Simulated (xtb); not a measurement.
xtb input (GFN2-xTB):

```bash
xtb mol.xyz --gfn 2 --ohess tight --chrg -1 --uhf 0
```
mol.xyz:
```
10

O     -0.52523307    -1.82581528     0.12935392
Si    -0.42011587    -0.26729374     0.11807002
O     -1.08097374     0.66693946     1.32331198
O     -1.28495351     0.40914495    -1.22259097
Si     1.74577053     0.52913703    -0.15502937
H     -1.77426804     1.27328955     1.03789507
H     -1.46794172    -0.24769528    -1.87543226
H      1.93207914     1.99809972    -0.23630089
H      2.69253734     0.13797928     1.01103902
H      2.47076472    -0.02992580    -1.32175303
```

End of the output:

```
   ------------------------------------------------------------------------
    298.15    0.976330E-02    0.633205E-01    0.428176E-01    0.205029E-01
   ------------------------------------------------------------------------

         :::::::::::::::::::::::::::::::::::::::::::::::::::::
         ::                  THERMODYNAMIC                  ::
         :::::::::::::::::::::::::::::::::::::::::::::::::::::
         :: total free energy         -18.533269406035 Eh   ::
         ::.................................................::
         :: total energy              -18.553772311561 Eh   ::
         :: zero point energy           0.053557157829 Eh   ::
         :: G(RRHO) w/o ZPVE           -0.033054252304 Eh   ::
         :: G(RRHO) contrib.            0.020502905525 Eh   ::
         :::::::::::::::::::::::::::::::::::::::::::::::::::::

optimized geometry written to: xtbopt.xyz

           -------------------------------------------------
          | TOTAL ENERGY              -18.553772311561 Eh   |
          | TOTAL ENTHALPY            -18.490451852354 Eh   |
          | TOTAL FREE ENERGY         -18.533269406035 Eh   |
          | GRADIENT NORM               0.000398797056 Eh/α |
          | HOMO-LUMO GAP               4.280002476424 eV   |
           -------------------------------------------------

------------------------------------------------------------------------
------------------------------------------------------------------------
 total:
 SCF:
 ANC optimizer:
 analytical hessian:
```

It need not be the lowest isomer of its formula. Whether it binds its extra electron was not tested at this geometry.
